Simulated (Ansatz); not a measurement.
Total energies of SiSn₈H₁₆, an alloyed cluster cut from the lattice of tin (1 Si, core) from Ansatz at PBE-D4/def2-SVP, gas phase (1 Eh = 27.2114 eV = 2625.5 kJ/mol). The reference geometry is relaxed at PBE-D4/def2-SVP.

```xyz
25

Si    0.8990    2.1361   -0.9801
Sn    1.4282   -0.4369    2.6779
Sn   -2.9588    0.4737    0.6408
Sn    0.1630   -2.2381   -1.3536
Sn   -1.6134    2.6287   -0.5580
Sn    2.2281    1.8320    1.2276
Sn    1.2012    0.0899   -2.5482
Sn    1.5502   -2.7217    1.0471
Sn   -2.5848   -1.8629   -0.8740
H     1.4759    3.3479   -1.6818
H    -0.1977   -0.2211    3.2375
H     2.4368   -0.6212    4.0790
H    -4.6471    0.8479    0.7946
H    -2.3383    0.2203    2.2389
H     0.3883   -3.5845   -2.4356
H    -1.7653    4.0565    0.4172
H    -2.3694    2.9601   -2.0849
H     2.0633    3.2606    2.1998
H     3.9102    1.6634    0.8341
H     2.8889   -0.1214   -2.8961
H     0.3920    0.3969   -4.0533
H     3.2136   -3.0592    0.6807
H     0.9093   -4.1146    1.8623
H    -3.4053   -1.6851   -2.3937
H    -3.2678   -3.2471   -0.0783
```

```tsv
state	geometry	energy (Eh)
charge 0 singlet	reference	-2013.28477
charge 1 doublet	reference	-2012.99306
charge -1 doublet	reference	-2013.30886
free Si atom (triplet)	–	-289.12416
free Sn atom (triplet)	–	-214.24400
free H atom (doublet)	–	-0.49863
```

In the def2 sets Sn takes a core potential; there is no spin–orbit coupling.

Question: Work out the vertical ionisation energy to the doublet.

Answer: E(charge 1 doublet) − E(charge 0 singlet) = -2012.99306 − (-2013.28477) = 0.29171 Eh = 7.94 eV. For comparison, −ε of the highest occupied level is 6.16 eV at this level, 1.78 eV less.

Question: Work out the vertical electron affinity, to the doublet.

Answer: E(charge 0 singlet) − E(charge -1 doublet) = -2013.28477 − (-2013.30886) = 0.02409 Eh = 0.66 eV. The basis lacks diffuse functions, which makes affinities too small.

Question: Give the fundamental gap IE − EA, the Mulliken electronegativity (IE + EA)/2 and the hardness (IE − EA)/2.

Answer: From the values in Eh: IE − EA = 0.29171 − 0.02409 = 0.26762 Eh = 7.28 eV; (IE + EA)/2 = 4.30 eV; (IE − EA)/2 = 3.64 eV. The HOMO–LUMO gap of the same run is 3.94 eV, 3.34 eV smaller than the fundamental gap.

Question: What is the binding energy per atom against free atoms?

Answer: Atoms: 1 × (-289.12416) + 8 × (-214.24400) + 16 × (-0.49863) = -2011.05424 Eh. Binding: -2011.05424 − (-2013.28477) = 2.23053 Eh = 60.70 eV, or 2.43 eV for each of 25 atoms (no zero-point energy, no counterpoise term).

At PBE-D4/def2-SVP the gap within one spin of the charge 1 doublet nearly closes, so an electron or hole may be smeared out by delocalisation error. At PBE-D4/def2-SVP the gap within one spin of the charge -1 doublet nearly closes, so an electron or hole may be smeared out by delocalisation error. At PBE-D4/def2-SVP the highest occupied level of the charge -1 doublet lies above zero (up to 1.00 eV). By energy differences its removal costs 0.66 eV (vertical, to the charge 0 singlet, at PBE-D4/def2-SVP); self-interaction error and the lack of diffuse functions both raise the level.
